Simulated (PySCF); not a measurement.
C3HF4, SMILES F/C=[C]/C(F)(F)F, multiplicity 2. Coordinates come from a PBE-D3(BJ)/def2-SVP optimisation. The isomer is the one that the SMILES or the coordinates give; other isomers of the formula were not compared.

Give the equilibrium geometry at PBE-D3(BJ)/def2-SVP (PySCF confirms it by a frequency run) as Cartesian coordinates in Å, and its point group. (An estimate is asked for; the answer gives what the named calculation found.)

point group Cs.
```xyz
8

F      0.2671    -2.9142     0.0000
C     -0.2968    -1.7048     0.0000
C      0.3824    -0.5678     0.0000
C      0.0544     0.8700     0.0000
F      0.5470     1.4987    -1.0892
F      0.5470     1.4987     1.0892
F     -1.2983     1.0452     0.0000
H     -1.4053    -1.7398     0.0000
```
Charge 0, spin multiplicity 2.
